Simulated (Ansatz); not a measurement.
BeCl2, relaxed as a singlet with RKS r2SCAN-D4/def2-TZVP in Ansatz, starting from the GFN2-xTB geometry. Force threshold 0.02 eV/Å.

Start:

Cartesian coordinates in Å:
```
Be -0.0003 0.0001 -0.0002
Cl 0.3362 -1.6691 0.4516
Cl -0.3359 1.6689 -0.4514
```

```csv
step,energy (eV),largest force component (eV/Å),SCF passes
1,-25449.3661,0.957,24
2,-25449.3936,0.511,29
3,-25449.4054,0.028,30
4,-25449.4055,0.000,23
```

Force components are those of the run's own axes.

End:

Cartesian coordinates in Å:
```
Be 0.000 0.000 0.000
Cl 0.344 -1.709 0.462
Cl -0.344 1.710 -0.462
```

By distances, no bond broke or formed. The bond that changes most is Be1–Cl3, from 1.76 to 1.80 Å (atoms count from 1).

No frequencies were taken in this run, so the end may be a saddle point.

Run time 13 s (4 threads of Intel Xeon on a shared host).
